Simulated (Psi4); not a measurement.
C2H3O2, doublet, geometry from GFN2-xTB; PBE0/STO-3G (Psi4 1.11).

Input for Psi4:
```
memory 2 GB

molecule {
0 2
C     0.04765939    0.08243276   -0.05118241
O     0.27214038    1.15850639   -0.57845970
O    -1.15674511   -0.20174152    0.49367599
H    -1.74941322    0.55735887    0.38773571
C     0.98018779   -0.98897084    0.06432854
H     0.69019151   -1.90286014    0.54732555
H     1.96897649   -0.86938916   -0.33566831
}

set {
  basis sto-3g
  reference uks
  cholesky_tolerance 1e-3
  scf_type cd
}

energy('pbe0')
print_variables()
```

What the program printed (banner, timings and long lists left out):

```
   => Loading Basis Set <=

    Name: STO-3G
    Role: ORBITAL
    Keyword: BASIS

         ---------------------------------------------------------
                                   SCF
               by Justin Turney, Rob Parrish, Andy Simmonett
                          and Daniel G. A. Smith
                              UKS Reference
         ---------------------------------------------------------

  ==> Geometry <==

    Molecular point group: c1
    Full point group: C1

    Geometry (in Angstrom), charge = 0, multiplicity = 2:

       Center              X                  Y                   Z               Mass
    ------------   -----------------  -----------------  -----------------  -----------------
         C            0.062878624680     0.045276843172    -0.041112283778    12.000000000000
         O            0.287359614680     1.121350473172    -0.568389573778    15.994914619570
         O           -1.141525875320    -0.238897436828     0.503746116222    15.994914619570
         H           -1.734193985320     0.520202953172     0.397805836222     1.007825032230
         C            0.995407024680    -1.026126756828     0.074398666222    12.000000000000
         H            0.705410744680    -1.940016056828     0.557395676222     1.007825032230
         H            1.984195724680    -0.906545076828    -0.325598183778     1.007825032230

  Running in c1 symmetry.

  Rotational constants: A =      0.39232  B =      0.35788  C =      0.18716 [cm^-1]
  Rotational constants: A =  11761.56956  B =  10728.94946  C =   5610.77694 [MHz]
  Nuclear repulsion =  113.963193729945672

  Charge       = 0
  Multiplicity = 2
  Electrons    = 31
  Nalpha       = 16
  Nbeta        = 15

  ==> Algorithm <==

  SCF Algorithm Type is CD.
  DIIS enabled.
  MOM disabled.
  Fractional occupation disabled.
  Guess Type is SAD.
  Energy threshold   = 1.00e-06
  Density threshold  = 1.00e-06
  Integral threshold = 1.00e-12

  ==> Primary Basis <==

  Basis Set: STO-3G
    Blend: STO-3G
    Number of shells: 15
    Number of basis functions: 23
    Number of Cartesian functions: 23
    Spherical Harmonics?: true
    Max angular momentum: 1

  ==> DFT Potential <==

   => LibXC <=

    Version 7.1.2
    S. Lehtola, C. Steigemann, M. J. T. Oliveira, and M. A. L. Marques,  SoftwareX 7, 1–5 (2018) (10.1016/j.softx.2017.11.002)

   => Composite Functional: PBE0 <=

    PBE0 Hyb-GGA Exchange-Correlation Functional

    C. Adamo and V. Barone,  J. Chem. Phys. 110, 6158 (1999) (10.1063/1.478522)
    M. Ernzerhof and G. E. Scuseria,  J. Chem. Phys. 110, 5029 (1999) (10.1063/1.478401)

    Deriv               =              1
    GGA                 =           TRUE
    Meta                =          FALSE

    Exchange Hybrid     =           TRUE
    MP2 Hybrid          =          FALSE

   => Exchange Functionals <=

    0.7500   Perdew, Burke & Ernzerhof

   => Exact (HF) Exchange <=

    0.2500               HF

   => Correlation Functionals <=

    1.0000   Perdew, Burke & Ernzerhof

   => LibXC Density Thresholds  <==

    XC_HYB_GGA_XC_PBEH:  1.00E-15

   => Molecular Quadrature <=

    Radial Scheme          =       TREUTLER
    Pruning Scheme         =           NONE
    Nuclear Scheme         =       TREUTLER

    Blocking Scheme        =         OCTREE
    BS radius alpha        =              1
    Pruning alpha          =              1
    Radial Points          =             75
    Spherical Points       =            302
    Total Points           =         149507
    Total Blocks           =           1191
    Max Points             =            256
    Max Functions          =             23
    Weights Tolerance      =       1.00E-15

  ==> Integral Setup <==

  ==> CDJK: Cholesky-decomposed J/K Matrices <==

    J tasked:                     Yes
    K tasked:                     Yes
    wK tasked:                     No
    Integrals threads:              1
    Algorithm:                   Core
    Integral Cache:              NONE
    Schwarz Cutoff:             1E-12
    Cholesky tolerance:      1.00E-03
    No. Cholesky vectors:          68

  Minimum eigenvalue in the overlap matrix is 2.1975243175E-01.
  Reciprocal condition number of the overlap matrix is 1.0132021285E-01.
    Using symmetric orthogonalization.

  ==> Pre-Iterations <==

  SCF Guess: Superposition of Atomic Densities via on-the-fly atomic UHF (no occupation information).

   -------------------------
    Irrep   Nso     Nmo
   -------------------------
     A         23      23
   -------------------------
    Total      23      23
   -------------------------

  ==> Iterations <==

                        Total Energy        Delta E     RMS |[F,P]|

   @UKS iter SAD:  -223.59573571721754   -2.23596e+02   0.00000e+00
   @UKS iter   1:  -224.99453594820852   -1.39880e+00   1.79548e-02 DIIS/ADIIS
   @UKS iter   2:  -224.67816985870496    3.16366e-01   3.87309e-02 DIIS/ADIIS
   @UKS iter   3:  -225.10521490564508   -4.27045e-01   5.09869e-03 DIIS/ADIIS
   @UKS iter   4:  -225.11230329170624   -7.08839e-03   2.09449e-03 DIIS/ADIIS
   @UKS iter   5:  -225.11402163735659   -1.71835e-03   3.40250e-04 DIIS/ADIIS
   @UKS iter   6:  -225.11418265110606   -1.61014e-04   1.86762e-04 DIIS/ADIIS
   @UKS iter   7:  -225.11423947095506   -5.68198e-05   7.75866e-05 DIIS
   @UKS iter   8:  -225.11425729397862   -1.78230e-05   3.71967e-05 DIIS
   @UKS iter   9:  -225.11425903971451   -1.74574e-06   1.06518e-05 DIIS
   @UKS iter  10:  -225.11425914099047   -1.01276e-07   9.83737e-07 DIIS
  Energy and wave function converged.

  ==> Post-Iterations <==

   Electrons on quadrature grid:
      Nalpha   =   16.0000006481 ; deviation = 6.481e-07
      Nbeta    =   15.0000011320 ; deviation = 1.132e-06
      Ntotal   =   31.0000017801 ; deviation = 1.780e-06

   @Spin Contamination Metric:   2.588344883E-02
   @S^2 Expected:                7.500000000E-01
   @S^2 Observed:                7.758834488E-01
   @S   Expected:                5.000000000E-01
   @S   Observed:                5.000000000E-01

    Orbital Energies [Eh]
    ---------------------

    Alpha Occupied:

       1A    -18.987065     2A    -18.931158     3A    -10.157059
       4A    -10.057806     5A     -1.072817     6A     -0.978608
       7A     -0.735889     8A     -0.560324     9A     -0.459578
      10A     -0.411052    11A     -0.389999    12A     -0.371537
      13A     -0.281602    14A     -0.208400    15A     -0.193581
      16A     -0.166871

    Alpha Virtual:

      17A      0.167136    18A      0.338494    19A      0.429040
      20A      0.447023    21A      0.490962    22A      0.588153
      23A      0.748882

    Beta Occupied:

       1A    -18.987558     2A    -18.925367     3A    -10.160028
       4A    -10.042463     5A     -1.068869     6A     -0.967641
       7A     -0.701023     8A     -0.551846     9A     -0.450344
      10A     -0.402634    11A     -0.372044    12A     -0.364919
      13A     -0.276798    14A     -0.186308    15A     -0.156869

    Beta Virtual:

      16A      0.007516    17A      0.209911    18A      0.340278
      19A      0.447063    20A      0.459491    21A      0.499507
      22A      0.600924    23A      0.755509

    Final Occupation by Irrep:
              A
    DOCC [    15 ]
    SOCC [     1 ]
    NA   [    16 ]
    NB   [    15 ]

  @UKS Final Energy:  -225.11425914099047

   => Energetics <=

    Nuclear Repulsion Energy =            113.9631937299456723
    One-Electron Energy =                -534.8532820296965156
    Two-Electron Energy =                 217.8138084316219647
    DFT Exchange-Correlation Energy =     -22.0379792728615733
    Empirical Dispersion Energy =           0.0000000000000000
    VV10 Nonlocal Energy =                  0.0000000000000000
    Total Energy =                       -225.1142591409904696

  UHF NO Occupations:
  HONO-2 :   14  A 1.9989458
  HONO-1 :   15  A 1.9887474
  HONO-0 :   16  A 1.0000000
  LUNO+0 :   17  A 0.0112526
  LUNO+1 :   18  A 0.0010542
  LUNO+2 :   19  A 0.0003177
  LUNO+3 :   20  A 0.0003021

Computation Completed

Properties will be evaluated at   0.000000,   0.000000,   0.000000 [a0]

Properties computed using the SCF density matrix

 Multipole Moments:

 ------------------------------------------------------------------------------------
     Multipole            Electronic (a.u.)      Nuclear  (a.u.)        Total (a.u.)
 ------------------------------------------------------------------------------------

 L = 1.  Multiply by 2.5417464519 to convert [e a0] to [Debye]
 Dipole X            :         -1.0592966            0.8915658           -0.1677308
 Dipole Y            :          1.9341600           -2.1766496           -0.2424896
 Dipole Z            :         -0.4296094            0.5899233            0.1603139
 Magnitude           :                                                    0.3356119

 ------------------------------------------------------------------------------------

  Variable Map:
  ----------------------------------------------------------------------------
  "CURRENT ENERGY"              =>    -225.114259140990
  "CURRENT REFERENCE ENERGY"    =>    -225.114259140990
  "DD SOLVATION ENERGY"         =>       0.000000000000
  "DFT FUNCTIONAL TOTAL ENERGY" =>    -225.114259140990
  "DFT TOTAL ENERGY"            =>    -225.114259140990
  "DFT VV10 ENERGY"             =>       0.000000000000
  "DFT XC ENERGY"               =>     -22.037979272862
  "GRID ELECTRONS ALPHA"        =>      16.000000648140
  "GRID ELECTRONS BETA"         =>      15.000001131952
  "GRID ELECTRONS TOTAL"        =>      31.000001780092
  "NUCLEAR REPULSION ENERGY"    =>     113.963193729946
  "ONE-ELECTRON ENERGY"         =>    -534.853282029697
  "PCM POLARIZATION ENERGY"     =>       0.000000000000
  "PE ENERGY"                   =>       0.000000000000
  "SCF ITERATION ENERGY"        =>    -225.114259140990
  "SCF ITERATIONS"              =>      10.000000000000
  "SCF TOTAL ENERGY"            =>    -225.114259140990
  "TWO-ELECTRON ENERGY"         =>     217.813808431622
  "XC GRID RADIAL POINTS"       =>      75.000000000000
  "XC GRID SPHERICAL POINTS"    =>     302.000000000000
  "XC GRID TOTAL POINTS"        =>  149507.000000000000

  Array Variable Map:
  ----------------------------------------------------------------------------
  "CURRENT DIPOLE"              =>      -0.167730807962 ... 0.160313901069 1 by 3
  "SCF DIPOLE"                  =>      -0.167730807962 ... 0.160313901069 1 by 3
  "SCF TOTAL ENERGIES"          =>    -223.595735717218 ... -225.114259140990 1 by 11
```
